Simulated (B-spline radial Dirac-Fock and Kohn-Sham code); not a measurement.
**Lu²⁴⁺: eigenvalues, ΔSCF and the reference**

System: the Lu²⁴⁺ ion, 1s2 2s2 2p6 3s2 3p6 3d10 4s2 4p6 4d10 4f1.

The density-functional columns are spherical, spin-unpolarised Dirac-Kohn-Sham results without Breit or QED terms: −ε is minus the orbital energy of the initial state and ΔSCF the difference of two total energies. The reference in the last column comes from Dirac-Fock energy differences between relaxed states, corrected for Breit and QED terms. All numbers are from a B-spline atomic structure program, in eV; a selection of levels is shown. For the 1s level of heavy atoms much of the gap between ΔSCF and the reference is the Breit and QED part, -304.4 eV here; for other levels the error of the functional can be larger.

```
level   LDA −ε  LDA ΔSCF  Dirac-Fock
    K  63835.6   64377.6     64086.4
   L1  11486.9   11600.7     11661.7
   L2  11001.9   11142.5     11132.2
   L3   9886.6   10011.5     10028.6
   M1   3192.1    3237.4      3288.4
   M2   2977.5    3024.9      3056.7
   M3   2738.6    2783.2      2816.5
   M4   2372.5    2423.1      2429.1
   M5   2320.5    2370.0      2378.0
   N1   1186.4    1210.4      1234.8
   N2   1097.2    1121.1      1136.5
   N3   1033.6    1056.6      1072.9
   N4    885.6     908.5       908.3
   N5    872.8     895.4       895.7
 N6,7    689.4     712.8       710.1
```

Values without a named source are computed, but for edge energies of neutral atoms, which are taken from tables.
